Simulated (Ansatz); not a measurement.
BCl3⁺. Charge 1, multiplicity 2. Geometry PBE-D4/def2-TZVP, that of the neutral singlet; atoms count from 1.

Cartesian coordinates in Å:
```
B 0.0000 0.0000 0.0000
Cl -0.0827 -1.7010 0.3931
Cl 0.9136 0.5318 -1.3918
Cl -0.8309 1.1691 0.9987
```

(1) Estimate the Mulliken populations from the PBE0/def2-TZVP orbitals of Ansatz.

(2) Where does the spin sit?

(3) And the Mayer bond orders between heavy atoms (over 0.3)?

Results:

(1) 
| atom | charge (e) | spin (α − β) |
| --- | --- | --- |
| B1 | 0.18 | -0.08 |
| Cl2 | 0.27 | 0.36 |
| Cl3 | 0.27 | 0.36 |
| Cl4 | 0.27 | 0.36 |
Mulliken values depend strongly on the basis.

(2) Summed by element: B -0.08, Cl 1.08, of 1 unpaired in all. Largest on single atoms: Cl2 0.36, Cl3 0.36, Cl4 0.36.

(3) B1–Cl2 1.32 (1.75 Å); B1–Cl3 1.32 (1.75 Å); B1–Cl4 1.32 (1.75 Å).
